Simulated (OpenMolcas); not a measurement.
**Ti2+: CASPT2 settings compared**

```json
{
  "Program": "OpenMolcas 26.06",
  "Basis": "ANO-RCC-VQZP [7s6p4d3f2g1h]",
  "Scalar Hamiltonian": "DKH4, point nucleus",
  "Active space": "2 electrons in 10 orbitals (3d 4d)",
  "State averaging": "2S+1 = 3 even, 10 roots; 2S+1 = 1 even, 15 roots kept (CI in the orbitals of an earlier block)",
  "Spin-orbit coupling": "RASSI with atomic mean-field integrals over the reference wave functions, term energies averaged over their components"
}
```

Methods on the same reference wave functions:
A. CASSCF
B. SS-CASPT2, IPEA 0.3 Eh, sigma2 regulariser 0.2 Eh (closed shells correlated: 2s 2p 3s 3p)
C. SS-CASPT2, IPEA 0.4 Eh, real shift 0.3 Eh (closed shells correlated: 2s 2p 3s 3p)
D. XMS-CASPT2, IPEA 0.75 Eh, sigma2 regulariser 0.1 Eh (closed shells correlated: 2s 2p 3s 3p)

Energies in cm⁻¹ above 3d² ³F₂, the measured ground level; measured values from Corliss and Sugar, J. Phys. Chem. Ref. Data 8, 1 (1979).

```tsv
Level	A	B	C	D	Measured
3d² ³F₂	0.0	0.0	0.0	0.0	0.0
3d² ³F₃	197	198	198	198	185
3d² ³F₄	454	455	455	455	420
3d² ¹D₂	10876	8300	8220	8720	8474
3d² ³P₀	13060	11240	11320	11300	10538
3d² ³P₁	13126	11310	11390	11360	10604
3d² ³P₂	13266	11450	11530	11500	10721
3d² ¹G₄	16842	14710	14710	14690	14398
3d² ¹S₀	40198	33150	33110	33400	32476
```

Deviations, from unrounded energies. A percentage is the sum of absolute deviations over the sum of measured energies, with the sign that they share, or ± where signs differ.

```
                        Against measurement  Levels      A     B     C     D
             mean absolute deviation (cm-1)       8   2500   420   450   480
      fine structure of the ground term (%)       2   +7.6  +7.9  +7.9  +7.9
other terms of the ground configuration (%)       6  +23.1  ±3.8  ±4.1  +4.3
```

B lies closest to measurement on these levels and A furthest from it. The largest miss of B in the table is 3d² ³P₂, by +730 cm-1. The ranking rests on the paired levels alone, and a cruder setting can come out closer through cancelling errors.

Among B to D the level of the table that moves most is 3d² ¹D₂, by 500 cm-1 (lowest in C, highest in D). Moves below CASPT2's spread within the term are not significant.

The mean deviations of B to D differ by less than CASPT2's widest spread within a term (1900 cm-1), so their order carries little weight.

From A to B the spin-free energies of the other terms of 3d² shown, above ³F, scale by factors of 0.76 to 0.87, as is usual when dynamic correlation screens the repulsion within a d or f shell.

The lowest spin-free term lies below A's lowest term by 0.417 hartree in B, 0.414 hartree in C, 0.413 hartree in D.

CASPT2 does not keep the components of a term degenerate, so their means are used; among the terms shown or strongly mixed into the levels shown the widest spread is 1900 cm-1 (3d² ¹G, D). Terms from blocks run as CI alone lack orbitals of their own. Active for correlation alone: 4d; no level in the range computed is led by a configuration that fills it, so any true level of that kind is missing. Without dynamic correlation excited terms often stand tens of per cent too high (terms of higher spin than the ground term too low), and those without a measured partner can miss by more than the paired ones (holds for A). Measured partners are found by configuration, term and J. A level has none where our copy of the source lacks it or the pairing is in doubt (some pairs that miss far off the trend of their configuration count as doubtful), and it then counts in no deviation. Only configurations of the active space appear.
